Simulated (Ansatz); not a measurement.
C2H5Cl3Sn (`C[CH2][Sn]([Cl])([Cl])[Cl]`). Charge 0, multiplicity 1. Sn takes the def2 core potential.

Z-matrix (Å, degrees):
```
C
C 1 1.519
H 1 1.092 2 111.8
H 1 1.093 2 110.1 3 -119.5
H 1 1.092 2 111.8 3 121.1
Sn 2 2.131 1 112.0 3 -60.6
H 2 1.092 1 112.6 3 58.2
H 2 1.092 1 112.6 3 -179.3
Cl 6 2.314 2 111.3 1 -59.0
Cl 6 2.314 2 111.3 1 59.4
Cl 6 2.311 2 113.7 1 -179.8
```

List the harmonic frequencies (cm⁻¹, unscaled) at PBE0-D4/def2-TZVP in Ansatz. (Estimate.)

Computed: 31, 70, 97, 108, 116, 126, 241, 250, 366, 382, 384, 526, 694, 971, 977, 1054, 1217, 1253, 1413, 1448, 1493, 1494, 3051, 3081, 3121, 3126, 3147.

Is this a minimum?

Yes, all 27 modes are real.

Give the ideal-gas thermochemistry at 298.15 K and 1 bar (rigid rotor, harmonic oscillator; point group Cs, symmetry number 1).

Zero-point energy 180.9 kJ/mol; H(298) − E = 209.1 kJ/mol; entropy 433.7 J/(mol·K), of which translation 177.9, rotation 126.5, vibration 129.3; G(298) − E = 79.8 kJ/mol. Modes under 100 cm⁻¹ are hindered rotations or soft bends, so the harmonic entropy is rough.

And at 400, 500, 600, 800 and 1000 K?


| T (K) | H − E (kJ/mol) | S (J/mol/K) | G − E (kJ/mol) |
| --- | --- | --- | --- |
| 400 | 223.5 | 475.0 | 33.5 |
| 500 | 239.1 | 509.9 | -15.8 |
| 600 | 256.0 | 540.7 | -68.4 |
| 800 | 292.9 | 593.6 | -182.0 |
| 1000 | 332.9 | 638.2 | -305.3 |
